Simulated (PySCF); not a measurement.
H4GeO4, triplet, geometry from GFN2-xTB (a higher spin typed on purpose: for a closed-shell molecule this is an excited state).

PySCF was given this input:
```python
from pyscf import gto, scf, dft

mol = gto.Mole()
mol.atom = '''
    O     0.56454801    1.24740486   -0.96995823
    Ge    0.04422291    0.16886236    0.33830056
    O    -1.60091917    0.94690224    0.72930254
    O    -0.55088068   -1.38483578   -0.71728077
    O     1.52772682   -1.38680663   -0.25889533
    H    -0.01969660    2.00052797   -1.05198367
    H    -2.18117601    0.52566843    1.35897549
    H    -0.56850998   -2.23841392   -0.28519796
    H     1.83044975   -1.07269546   -1.11275749
'''
mol.basis = 'sto-3g'
mol.spin = 2
mol.verbose = 4
mol.build()

mf = dft.UKS(mol)
mf.xc = 'b3lyp'
mf.kernel()
mf.analyze()
```

What does this run give for the HOMO energy, number of basis functions, nuclear repulsion energy, total energy, dipole moment?


The HOMO energy is -1.90 eV and the number of basis functions is 42. The nuclear repulsion energy is 411.9604 Eh and the total energy comes out as -2351.9780 Eh. The dipole moment is 1.37 D.

These values belong to the state on which the SCF converged, which isn't shown to be the lowest.
